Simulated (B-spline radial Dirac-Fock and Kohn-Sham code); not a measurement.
**K-line shifts caused by a second vacancy in Zr⁺**

System: the Zr⁺ ion in the configuration [Kr] 4d2 5s1.

Input of the calculation (task.json; shells as n, l, electrons):

```json
{"items": [{
  "Z": 40,
  "q": 1,
  "cfg": [[1, 0, 2], [2, 0, 2], [2, 1, 6], [3, 0, 2], [3, 1, 6], [3, 2, 10], [4, 0, 2], [4, 1, 6], [4, 2, 2], [5, 0, 1]],
  "A": 90,
  "rrms": 4.2694,
  "do": ["binding", "quiet", "double"]
}]}
```

Run with: `python xray_run.py task.json out`

Model: Dirac-Fock ΔSCF + Breit + QED. Program: a radial finite-basis atomic code. Each two-hole energy is an average over J within one jj subconfiguration, not an observable level; in light atoms, where LS coupling holds, the j-resolved values are not observed lines, and for a K spectator the Kα1 hypersatellite is nearly forbidden. Correlation energy is missing from these numbers.

Lines without a spectator: Kα2 (K-L2) 15688.9 eV, Kα1 (K-L3) 15773.4 eV, Kβ3 (K-M2) 17649.6 eV, Kβ1 (K-M3) 17663.4 eV. Shifts in eV with one spectator hole (a dash: not computed, or left out as unreliable):

```csv
spectator hole,Kα2,Kα1,Kβ3,Kβ1
L2 (2p1/2),+45.5,+56.5,–,+123.0
L3 (2p3/2),+47.8,+46.9,+113.6,–
M2 (3p1/2),–,+5.19,+12.32,+15.35
M3 (3p3/2),+4.17,–,+13.66,+13.08
M4 (3d3/2),+0.04,-1.80,–,–
M5 (3d5/2),-2.04,-0.78,–,–
```

Task: Where does the K-L3 hypersatellite lie, emitted when both K electrons are missing?

Result: +449.8 eV from the normal line, at 16223.2 eV. Removing both K electrons costs 36632.2 eV, which is 605.3 eV more than twice the K binding energy.

With n spectator holes in 2p, averaged over the 2p shell (energies in eV):

```
n     KαLⁿ   step  hypersatellite KαʰLⁿ
0  15745.2      –               16192.1
1  15794.9  +49.6               16243.1
2  15845.6  +50.8               16295.2
3  15897.6  +51.9               16348.5
4  15950.7  +53.1               16402.9
5  16005.0  +54.3               16458.6
```
